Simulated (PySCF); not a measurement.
## Se²⁺: ionisation energy

Se²⁺ [Ar] 3d10 4s2 4p2 (3P) → Se³⁺ [Ar] 3d10 4s2 4p1 (2P), as a difference of total energies. Calculation: PySCF 2.14, in ANO-RCC-VTZP; the spin-free X2C one-electron Hamiltonian (Gaussian nucleus). Correlated levels: valence: [Ar] 3d10 frozen; valence and next inner shell: [Ne] frozen. The calculations carry no spin-orbit coupling.

```csv
method,ionisation energy (eV)
UHF,30.998
LDA,31.754
PBE,31.564
PBE0,31.628
r2SCAN,31.827
TPSSh,31.641
BP86,31.682
wB97X,31.404
M06-L,31.318
MP2 (valence),31.381
SCS-MP2 (valence),31.305
MP2 (valence and next inner shell),31.474
SCS-MP2 (valence and next inner shell),31.371
```

Q: How much does correlation contribute at MP2 (valence and next inner shell)?

A: 31.474 − (30.998) = 0.476 eV, measured against UHF.

A first-order spin-orbit estimate (lowest level to lowest level, LS coupling) adds -0.039 eV.

Errors of the correlated levels include the incompleteness of this basis and the frozen core.

For comparison: 31.697 ± 0.019 eV (measured; NIST Atomic Spectra Database, ionization energies).
